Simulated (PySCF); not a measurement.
Compound: H8OSi3.
Geometry (PBE0-D3(BJ)/def2-SVP, Å), atoms numbered from 1 in this order:
```
atom  x, y, z in Å
O1     0.3635    2.0336    0.5517
Si2    0.0479    0.6806   -0.3918
Si3    1.9194   -0.7164   -0.2340
Si4   -1.8713   -0.4622    0.3499
H5    -0.3460    2.6813    0.6075
H6    -0.1714    1.0507   -1.8319
H7     1.6839   -1.9111   -1.1044
H8     3.1632   -0.0223   -0.6874
H9     2.1016   -1.1794    1.1758
H10   -3.0718    0.4339    0.3323
H11   -1.6776   -0.9557    1.7488
H12   -2.1402   -1.6341   -0.5419
```

The closed-shell ground state was solved at several levels (PySCF, density fitting, gas phase, non-relativistic).

| level | basis functions | HOMO (eV) | LUMO (eV) | gap (eV) | dipole (D) |
| --- | --- | --- | --- | --- | --- |
| CAM-B3LYP/def2-SVPD | 159 | -8.93 | 0.18 | 9.11 | 1.19 |
| PBE0/pcSseg-1 | 129 | -7.73 | -0.70 | 7.03 | 1.25 |

(1) Estimate the row for PBE0/pcSseg-2, a basis of 277 functions; the other rows only guide the guess.

(2) Over all these levels, which gives the widest orbital gap and which the narrowest?

(3) How far do the dipole and the HOMO energy spread over the levels?

Answers

(1) HOMO -7.69 eV, LUMO -0.87 eV, gap 6.82 eV, dipole 1.20 D.

(2) CAM-B3LYP/def2-SVPD (range-separated hybrid) has the widest, 9.11 eV, and PBE0/pcSseg-2 (global hybrid, 25 % exact exchange) the narrowest, 6.82 eV. Functional and basis both differ between the two, so the spread mixes both effects.

(3) The dipole runs from 1.19 to 1.25 D (mean 1.21 D) and the HOMO from -8.93 to -7.69 eV.

One conformer stands for the species.
